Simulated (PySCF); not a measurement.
# Molecular orbitals of KAl

TPSSh at R = 3.381 Å; PySCF, no relativity, basis sets K pcseg-1, Al pcseg-1. State: ³Π (triplet), unpaired electrons σ ↑, π ↑. Only the outer orbitals are listed, counted within each symmetry.

```csv
spin,orbital,occ.,ε (eV),on K (%),main shells (%)
α,7σ,1,-37.21,100,100 K s
α,3π,1,-20.33,100,100 K p
α,3π,1,-20.31,100,100 K p
α,8σ,1,-20.27,100,100 K p
α,9σ,1,-7.45,7,93 Al s
α,10σ,1,-3.03,39,"59 Al p, 37 K s"
α,4π,1,-2.64,10,90 Al p
α,4π,0,-1.69,13,"87 Al p, 9 K p"
α,11σ,0,-1.47,81,"59 K s, 20 K p, 20 Al p"
α,5π,0,0.24,96,93 K p
β,7σ,1,-37.14,100,100 K s
β,3π,1,-20.28,100,100 K p
β,3π,1,-20.23,100,100 K p
β,8σ,1,-20.19,100,100 K p
β,9σ,1,-6.16,7,92 Al s
β,10σ,0,-1.73,74,"73 K s, 23 Al p"
β,4π,0,-1.27,14,"86 Al p, 10 K p"
β,4π,0,-0.87,22,"78 Al p, 17 K p"
```

Q: Which are the highest filled and the lowest empty level, where do they sit, and how wide is the gap?

A: Highest filled α 4π at -2.64 eV (in %: 90 Al p); lowest empty β 10σ at -1.73 eV (in %: 73 K s, 23 Al p); the gap at TPSSh is 0.91 eV.

```json
{"bond order (Mayer)": "0.83", "⟨S²⟩": "2.002", "charge on K (Mulliken, basis-dependent)": "0.38", "charge on K (Löwdin, basis-dependent)": "0.27", "dipole moment (positive dipole means K(−)Al(+))": "-7.97 D"}
```

The state is the lowest determinant that a PBE0 search found; another state may lie lower at other levels.
